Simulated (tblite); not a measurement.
A geometry optimisation, step by step.

Species: C2H3AlBr2.
Bonds: C1–C2 (double), C2–Al3, Al3–Br4, Al3–Br5. Hydrogens: H6, H7 on C1; H8 on C2.

Computed with GFN2-xTB (tblite), gas phase: L-BFGS steps from a force-field or distance-geometry start until the largest atomic force falls under 0.01 eV/Å. 12 of its 85 geometries are shown.

Step 0: E = -411.2047 eV, largest atomic force 1.894 eV/Å
```
atom  x, y, z in Å  |  force x, y, z in eV/Å
C1     -1.366   -0.012   -0.317   -1.182   0.000  -0.073
C2     -0.482   -0.060    0.658    1.359  -0.004   1.319
Al3     1.458    0.063    0.237    0.460   0.015  -1.225
Br4     2.179    2.138   -0.646   -0.211  -1.082   0.578
Br5     2.542   -1.965   -0.280   -0.360   1.030   0.393
H6     -1.092    0.106   -1.365   -0.260  -0.044   0.393
H7     -2.428   -0.083   -0.031    0.375   0.047  -0.634
H8     -0.801   -0.178    1.719   -0.181   0.038  -0.751
```

Step 8: E = -411.4964 eV, largest atomic force 0.201 eV/Å
```
atom  x, y, z in Å  |  force x, y, z in eV/Å
C1     -1.369   -0.008   -0.275   -0.054  -0.008  -0.001
C2     -0.443   -0.053    0.688   -0.057  -0.017  -0.120
Al3     1.401    0.044    0.056    0.164   0.016  -0.029
Br4     2.207    2.054   -0.582    0.065  -0.032  -0.011
Br5     2.559   -1.872   -0.221    0.075   0.029   0.013
H6     -1.114    0.108   -1.319    0.035   0.034  -0.027
H7     -2.424   -0.084   -0.073   -0.196  -0.003   0.043
H8     -0.808   -0.181    1.701   -0.031  -0.018   0.131
```

Step 15: E = -411.5083 eV, largest atomic force 0.185 eV/Å
```
atom  x, y, z in Å  |  force x, y, z in eV/Å
C1     -1.410   -0.009   -0.268    0.044   0.026  -0.055
C2     -0.460   -0.065    0.670   -0.014   0.016  -0.001
Al3     1.405    0.041    0.044    0.011   0.008   0.023
Br4     2.262    2.038   -0.585    0.001  -0.080   0.013
Br5     2.620   -1.850   -0.204    0.010   0.064   0.027
H6     -1.137    0.123   -1.305   -0.117   0.007  -0.143
H7     -2.472   -0.080   -0.072    0.057   0.009   0.076
H8     -0.799   -0.188    1.696    0.008  -0.050   0.061
```

Step 23: E = -411.5236 eV, largest atomic force 0.139 eV/Å
```
atom  x, y, z in Å  |  force x, y, z in eV/Å
C1     -1.452    0.005   -0.281   -0.051   0.002   0.010
C2     -0.473   -0.074    0.625    0.021  -0.044   0.103
Al3     1.411    0.032    0.054    0.002   0.035  -0.043
Br4     2.341    1.991   -0.588   -0.032   0.005   0.017
Br5     2.716   -1.798   -0.152    0.001  -0.042   0.053
H6     -1.244    0.149   -1.333   -0.076   0.020   0.043
H7     -2.500   -0.067   -0.012    0.074   0.013  -0.058
H8     -0.789   -0.229    1.662    0.061   0.010  -0.125
```

Step 31: E = -411.5350 eV, largest atomic force 0.139 eV/Å
```
atom  x, y, z in Å  |  force x, y, z in eV/Å
C1     -1.486    0.023   -0.287   -0.055   0.018   0.000
C2     -0.455   -0.105    0.552   -0.005   0.038   0.018
Al3     1.444    0.021    0.012   -0.057   0.016   0.026
Br4     2.354    2.009   -0.581   -0.038  -0.075  -0.004
Br5     2.767   -1.813   -0.021   -0.026   0.044   0.020
H6     -1.371    0.210   -1.345    0.081   0.005   0.009
H7     -2.513   -0.050    0.048   -0.001  -0.002   0.015
H8     -0.731   -0.285    1.597    0.101  -0.045  -0.084
```

Step 38: E = -411.5401 eV, largest atomic force 0.068 eV/Å
```
atom  x, y, z in Å  |  force x, y, z in eV/Å
C1     -1.512    0.041   -0.289    0.014  -0.003   0.010
C2     -0.450   -0.115    0.505    0.037  -0.015  -0.005
Al3     1.447    0.014   -0.008   -0.013   0.018   0.010
Br4     2.357    1.999   -0.586    0.003   0.006  -0.046
Br5     2.789   -1.800    0.065    0.000  -0.004   0.012
H6     -1.426    0.254   -1.343    0.036   0.047  -0.033
H7     -2.524   -0.042    0.081   -0.046  -0.010   0.013
H8     -0.673   -0.340    1.550   -0.030  -0.039   0.039
```

Step 46: E = -411.5987 eV, largest atomic force 0.258 eV/Å
```
atom  x, y, z in Å  |  force x, y, z in eV/Å
C1     -1.532    0.160   -0.228   -0.047  -0.096  -0.186
C2     -0.446   -0.262    0.421   -0.059   0.022   0.027
Al3     1.443    0.061   -0.049   -0.029   0.074   0.014
Br4     2.360    1.922   -0.965   -0.143  -0.168   0.024
Br5     2.798   -1.646    0.533    0.114  -0.041   0.022
H6     -1.458    0.700   -1.167   -0.053   0.085   0.238
H7     -2.544   -0.057    0.108    0.207   0.023  -0.070
H8     -0.611   -0.869    1.322    0.011   0.101  -0.070
```

Step 53: E = -411.6520 eV, largest atomic force 0.320 eV/Å
```
atom  x, y, z in Å  |  force x, y, z in eV/Å
C1     -1.524    0.216   -0.197    0.030   0.234   0.216
C2     -0.444   -0.333    0.359   -0.107  -0.116  -0.003
Al3     1.444    0.061   -0.022    0.074  -0.277   0.105
Br4     2.269    1.749   -1.263   -0.026   0.054  -0.017
Br5     2.858   -1.489    0.854   -0.067   0.170  -0.065
H6     -1.451    1.073   -0.852    0.001  -0.079  -0.094
H7     -2.532   -0.097    0.048    0.070  -0.031  -0.071
H8     -0.610   -1.172    1.048    0.024   0.045  -0.070
```

Step 61: E = -411.6665 eV, largest atomic force 0.111 eV/Å
```
atom  x, y, z in Å  |  force x, y, z in eV/Å
C1     -1.515    0.264   -0.159   -0.034  -0.031  -0.075
C2     -0.446   -0.363    0.327    0.042  -0.041   0.040
Al3     1.449    0.031   -0.007    0.025  -0.086  -0.026
Br4     2.207    1.700   -1.322   -0.023   0.016   0.027
Br5     2.897   -1.431    0.935   -0.005   0.078  -0.019
H6     -1.433    1.137   -0.791   -0.008   0.006   0.015
H7     -2.521   -0.086    0.043    0.013   0.110  -0.011
H8     -0.629   -1.242    0.950   -0.011  -0.051   0.049
```

Step 69: E = -411.6875 eV, largest atomic force 0.160 eV/Å
```
atom  x, y, z in Å  |  force x, y, z in eV/Å
C1     -1.454    0.297   -0.140   -0.012  -0.013   0.053
C2     -0.475   -0.485    0.316    0.048   0.026  -0.140
Al3     1.415   -0.060   -0.015   -0.041   0.021  -0.002
Br4     2.005    1.627   -1.392   -0.021   0.010   0.007
Br5     3.011   -1.273    1.014    0.065  -0.044   0.015
H6     -1.242    1.191   -0.707    0.002   0.087  -0.041
H7     -2.502    0.096    0.038    0.003  -0.022  -0.033
H8     -0.750   -1.383    0.862   -0.043  -0.067   0.139
```

Step 76: E = -411.6920 eV, largest atomic force 0.076 eV/Å
```
atom  x, y, z in Å  |  force x, y, z in eV/Å
C1     -1.442    0.294   -0.153   -0.031  -0.004   0.003
C2     -0.481   -0.502    0.314    0.041   0.042   0.049
Al3     1.407   -0.076   -0.014   -0.001   0.000  -0.004
Br4     1.975    1.654   -1.348   -0.019   0.008  -0.004
Br5     3.033   -1.290    0.970    0.041  -0.033   0.010
H6     -1.216    1.162   -0.757   -0.002   0.022  -0.035
H7     -2.492    0.120    0.038   -0.022   0.006  -0.018
H8     -0.774   -1.354    0.927   -0.007  -0.042  -0.001
```

Step 84: E = -411.6952 eV, largest atomic force 0.003 eV/Å
```
atom  x, y, z in Å  |  force x, y, z in eV/Å
C1     -1.435    0.290   -0.170    0.000   0.002  -0.002
C2     -0.483   -0.475    0.366    0.001  -0.001   0.001
Al3     1.409   -0.080    0.011    0.001   0.001   0.000
Br4     1.935    1.674   -1.310   -0.001   0.000   0.000
Br5     3.058   -1.341    0.896    0.000  -0.001   0.000
H6     -1.195    1.134   -0.804    0.000  -0.002   0.001
H7     -2.490    0.118   -0.008    0.000  -0.001   0.001
H8     -0.789   -1.311    0.996   -0.001   0.002  -0.002
```

Problem. Summarise the path.

Solution. The energy falls by 11.31 kcal/mol from step 0 to step 84; nine tenths of that is first reached at step 53. It falls at every step. The largest force goes from 1.894 to 0.003 eV/Å. Among the bonds Al3–Br4 changes most, from 2.368 to 2.258 Å; the atoms move by 0.892 Å rms after alignment.

Problem. Follow the three bonds and two angles with the largest change from start to end.

Solution. 
```csv
step,E above end (kcal/mol),largest force (eV/Å),Al3–Br4 (Å),Al3–Br5 (Å),C2–Al3 (Å),C2–C1–H7 (°),C2–Al3–Br5 (°)
0,11.31,1.894,2.368,2.357,1.989,116.9,116.2
4,5.38,0.522,2.250,2.252,1.977,122.8,116.5
7,4.69,0.303,2.262,2.259,1.946,122.9,118.6
11,4.47,0.128,2.256,2.256,1.967,122.8,119.0
15,4.31,0.185,2.263,2.261,1.970,124.6,119.9
18,4.11,0.195,2.258,2.260,1.967,124.5,121.7
22,3.99,0.172,2.261,2.258,1.971,122.9,122.2
26,3.90,0.122,2.259,2.260,1.970,122.1,122.6
29,3.76,0.172,2.260,2.263,1.976,122.1,121.7
33,3.64,0.128,2.264,2.260,1.973,122.2,120.7
37,3.59,0.064,2.258,2.259,1.969,122.2,120.8
40,3.51,0.156,2.263,2.255,1.972,121.8,120.1
44,2.90,0.814,2.280,2.271,1.983,121.0,112.8
47,2.06,0.386,2.265,2.260,1.967,123.0,111.6
51,1.40,0.397,2.257,2.276,1.968,122.7,111.3
55,0.81,0.130,2.259,2.257,1.965,122.3,113.9
58,0.74,0.091,2.256,2.260,1.965,121.6,114.5
62,0.62,0.129,2.256,2.265,1.964,121.9,115.0
66,0.33,0.092,2.258,2.259,1.968,123.9,119.0
69,0.18,0.160,2.257,2.253,1.965,123.1,119.2
73,0.10,0.068,2.259,2.257,1.966,123.4,119.3
77,0.07,0.074,2.256,2.255,1.963,122.7,120.4
80,0.02,0.067,2.257,2.259,1.964,122.6,121.2
84,0.00,0.003,2.258,2.257,1.965,123.1,121.3
```

What follows is the cost of the whole relaxation. Time: 0.42 s. Hardware: one thread of an Arm Neoverse V2, shared host with 96 logical CPUs at a one-minute load of 75.
